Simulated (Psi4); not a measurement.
ClLi (SMILES [Li][Cl]), singlet, at a GFN2-xTB geometry (such geometries of metal compounds can be far from the true shape), with bond 1-2 at 2.0 times its length; PBE0/6-31G* run with Psi4.

Psi4 was given this input:
```
memory 2 GB

molecule mol {
0 1
Li    0.000000    0.000000   -3.619718
Cl    0.000000    0.000000    0.293491
}

set {
  basis 6-31g*
  reference rks
  d_convergence 1e-4
}

energy('pbe0')
print_variables()
```

The log (banner, timings and long lists left out):

```
   => Loading Basis Set <=

    Name: 6-31G*
    Role: ORBITAL
    Keyword: BASIS

         ---------------------------------------------------------
                                   SCF
               by Justin Turney, Rob Parrish, Andy Simmonett
                          and Daniel G. A. Smith
                              RKS Reference
         ---------------------------------------------------------

  ==> Geometry <==

    Molecular point group: c2v
    Full point group: C_inf_v

    Geometry (in Angstrom), charge = 0, multiplicity = 1:

       Center              X                  Y                   Z               Mass
    ------------   -----------------  -----------------  -----------------  -----------------
         LI           0.000000000000     0.000000000000    -3.259280647487     7.016003436600
         CL           0.000000000000     0.000000000000     0.653928352513    34.968852682000

  Running in c2v symmetry.

  Rotational constants: A = ************  B =      0.18839  C =      0.18839 [cm^-1]
  Rotational constants: A = ************  B =   5647.71281  C =   5647.71281 [MHz]
  Nuclear repulsion =    6.896651250717762

  Charge       = 0
  Multiplicity = 1
  Electrons    = 20
  Nalpha       = 10
  Nbeta        = 10

  ==> Algorithm <==

  SCF Algorithm Type is DF.
  DIIS enabled.
  MOM disabled.
  Fractional occupation disabled.
  Guess Type is SAD.
  Energy threshold   = 1.00e-06
  Density threshold  = 1.00e-04
  Integral threshold = 1.00e-12

  ==> Primary Basis <==

  Basis Set: 6-31G*
    Blend: 6-31G*
    Number of shells: 14
    Number of basis functions: 34
    Number of Cartesian functions: 34
    Spherical Harmonics?: false
    Max angular momentum: 2

  ==> DFT Potential <==

   => LibXC <=

    Version 7.1.2
    S. Lehtola, C. Steigemann, M. J. T. Oliveira, and M. A. L. Marques,  SoftwareX 7, 1–5 (2018) (10.1016/j.softx.2017.11.002)

   => Composite Functional: PBE0 <=

    PBE0 Hyb-GGA Exchange-Correlation Functional

    C. Adamo and V. Barone,  J. Chem. Phys. 110, 6158 (1999) (10.1063/1.478522)
    M. Ernzerhof and G. E. Scuseria,  J. Chem. Phys. 110, 5029 (1999) (10.1063/1.478401)

    Deriv               =              1
    GGA                 =           TRUE
    Meta                =          FALSE

    Exchange Hybrid     =           TRUE
    MP2 Hybrid          =          FALSE

   => Exchange Functionals <=

    0.7500   Perdew, Burke & Ernzerhof

   => Exact (HF) Exchange <=

    0.2500               HF

   => Correlation Functionals <=

    1.0000   Perdew, Burke & Ernzerhof

   => LibXC Density Thresholds  <==

    XC_HYB_GGA_XC_PBEH:  1.00E-15

   => Molecular Quadrature <=

    Radial Scheme          =       TREUTLER
    Pruning Scheme         =           NONE
    Nuclear Scheme         =       TREUTLER

    Blocking Scheme        =         OCTREE
    BS radius alpha        =              1
    Pruning alpha          =              1
    Radial Points          =             75
    Spherical Points       =            302
    Total Points           =          43597
    Total Blocks           =            443
    Max Points             =            253
    Max Functions          =             34
    Weights Tolerance      =       1.00E-15

   => Loading Basis Set <=

    Name: (6-31G* AUX)
    Role: JKFIT
    Keyword: DF_BASIS_SCF

  ==> Integral Setup <==

  SCF_SUBTYPE=INCORE selected. In-core MEM_DF algorithm will be used.
  Using in-core AOs.

  ==> MemDFJK: Density-Fitted J/K Matrices <==

    J tasked:                   Yes
    K tasked:                   Yes
    wK tasked:                   No
    Algorithm:                 Core
    Schwarz Cutoff:           1E-12
    Mask sparsity (%):       0.6920
    Fitting Condition:        1E-10

   => Auxiliary Basis Set <=

  Basis Set: (6-31G* AUX)
    Blend: CC-PVDZ-JKFIT + DEF2-UNIVERSAL-JKFIT
    Number of shells: 53
    Number of basis functions: 190
    Number of Cartesian functions: 190
    Spherical Harmonics?: false
    Max angular momentum: 3

  Minimum eigenvalue in the overlap matrix is 6.9692513064E-03.
  Reciprocal condition number of the overlap matrix is 1.8963241919E-03.
    Using symmetric orthogonalization.

  ==> Pre-Iterations <==

  SCF Guess: Superposition of Atomic Densities via on-the-fly atomic UHF (no occupation information).

   -------------------------
    Irrep   Nso     Nmo
   -------------------------
     A1        18      18
     A2         2       2
     B1         7       7
     B2         7       7
   -------------------------
    Total      34      34
   -------------------------

  ==> Iterations <==

                           Total Energy        Delta E     RMS |[F,P]|

   @DF-RKS iter SAD:  -467.18125270036597   -4.67181e+02   0.00000e+00
    Occupation by irrep:
             A1    A2    B1    B2
    DOCC [     7,    0,    1,    2 ]
    NA   [     7,    0,    1,    2 ]
    NB   [     7,    0,    1,    2 ]

   @DF-RKS iter   1:  -467.40593389682630   -2.24681e-01   1.68436e-02 ADIIS/DIIS
    Occupation by irrep:
             A1    A2    B1    B2
    DOCC [     6,    0,    2,    2 ]
    NA   [     6,    0,    2,    2 ]
    NB   [     6,    0,    2,    2 ]

   @DF-RKS iter   2:  -463.69987476976712    3.70606e+00   8.51428e-02 ADIIS/DIIS
   @DF-RKS iter   3:  -467.42762005986674   -3.72775e+00   1.60257e-02 ADIIS/DIIS
   @DF-RKS iter   4:  -467.50100933286882   -7.33893e-02   6.02925e-04 ADIIS/DIIS
   @DF-RKS iter   5:  -467.50138613768706   -3.76805e-04   5.62976e-04 ADIIS/DIIS
   @DF-RKS iter   6:  -467.50148021743900   -9.40798e-05   1.24401e-04 ADIIS/DIIS
   @DF-RKS iter   7:  -467.50148481291819   -4.59548e-06   2.10921e-05 DIIS
   @DF-RKS iter   8:  -467.50148497094273   -1.58025e-07   1.45761e-06 DIIS
  Energy and wave function converged.

  ==> Post-Iterations <==

   Electrons on quadrature grid:
      Ntotal   =   19.9999937445 ; deviation = -6.256e-06

    Orbital Energies [Eh]
    ---------------------

    Doubly Occupied:

[...]
       2B2    -0.181796

    Virtual:

[...]
    Final Occupation by Irrep:
             A1    A2    B1    B2
    DOCC [     6,    0,    2,    2 ]
    NA   [     6,    0,    2,    2 ]
    NB   [     6,    0,    2,    2 ]

  @DF-RKS Final Energy:  -467.50148497094273

   => Energetics <=

    Nuclear Repulsion Energy =              6.8966512507177615
    One-Electron Energy =                -661.5874607065403552
    Two-Electron Energy =                 209.7977783869553434
    DFT Exchange-Correlation Energy =     -22.6084539020755066
    Empirical Dispersion Energy =           0.0000000000000000
    VV10 Nonlocal Energy =                  0.0000000000000000
    Total Energy =                       -467.5014849709427267

Computation Completed

Properties will be evaluated at   0.000000,   0.000000,   0.000000 [a0]

Properties computed using the SCF density matrix

 Multipole Moments:

 ------------------------------------------------------------------------------------
     Multipole            Electronic (a.u.)      Nuclear  (a.u.)        Total (a.u.)
 ------------------------------------------------------------------------------------

 L = 1.  Multiply by 2.5417464519 to convert [e a0] to [Debye]
 Dipole X            :          0.0000000            0.0000000            0.0000000
 Dipole Y            :          0.0000000            0.0000000            0.0000000
 Dipole Z            :         -8.3538126            2.5302300           -5.8235826
 Magnitude           :                                                    5.8235826

 ------------------------------------------------------------------------------------

  Variable Map:
  ----------------------------------------------------------------------------
[...]
  Array Variable Map:
  ----------------------------------------------------------------------------
[...]
[...]
```
